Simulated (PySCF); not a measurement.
## Ni(2+): ionisation energy

Ni(2+) [Ar] 3d8 (3F) → Ni(3+) [Ar] 3d7 (4F), as a difference of total energies. Computed with PySCF 2.14 in aug-cc-pwCVTZ, with no relativity, point nucleus. Correlated levels: valence: [Ar] frozen; valence and next inner shell: [Ne] frozen; nothing frozen. The calculations carry no spin-orbit coupling.

Problem. Order these methods by the ionisation energy they give, lowest first.
A. SCS-MP2 (valence)
B. SCS-MP2 (valence and next inner shell)
C. MP2 (all electrons)
D. UHF

Solution. D (32.872 eV), A (35.208 eV), B (35.579 eV), C (35.821 eV).

A first-order spin-orbit estimate (lowest level to lowest level, LS coupling) adds -0.013 eV.

These non-relativistic numbers lack the scalar-relativistic shift.

Errors of the correlated levels include the incompleteness of this basis and the frozen core.

For comparison: 35.187 ± 0.019 eV (measured; NIST Atomic Spectra Database, ionization energies).
